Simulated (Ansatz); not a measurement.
Species: LaF₂ (charge 0, doublet). SMILES of the parent species: [F][La][F]
Structure (B3LYP-D3(BJ)/def2-TZVP (Ansatz, a first-principles code) minimum search):
```
La
F 1 2.1292
F 1 2.1292 2 111.65
```
Charge 0, spin multiplicity 2.

Quantity: size of the dipole moment, in D. Conventions: no spin-orbit coupling; LANL2DZ with its own core potentials from Na on; 6-31G* and kin with 6d, 5d where marked; def2 sets with scalar-relativistic core potentials past Kr; dispersion terms only where a functional's name holds one; open shells spin-unrestricted. Ab initio and DFT rows: single points at B3LYP-D3(BJ) geometries (Ansatz). The spin state of an ion or metal species was assumed, not searched.

| level | program | size of the dipole moment (D) |
|---|---|---|
| SVWN5/6-31G* with LANL2DZ past Ar | Ansatz | 3.10 |
| PBE/LANL2DZ | Ansatz | 4.27 |
| PBE/def2-SVP | Ansatz | 3.85 |
| PBE/6-31G* with LANL2DZ past Ar | Ansatz | 3.38 |
| BLYP/6-31G* with LANL2DZ past Ar | Ansatz | 3.22 |
| B3LYP/LANL2DZ | Ansatz | 4.53 |
| B3LYP/def2-SVP | Ansatz | 4.04 |
| B3LYP/6-31G* with LANL2DZ past Ar | Ansatz | 3.61 |
| PBE0/6-31G* with LANL2DZ past Ar | Ansatz | 3.86 |

No value to compare with is used here. The 9 habitual levels span 3.10 (SVWN5/6-31G* with LANL2DZ past Ar) to 4.53 D (B3LYP/LANL2DZ).

The levels are drawn from those run, B3LYP/6-31G* more often than the rest, none by its result; runs whose electronic state is in doubt are left out.
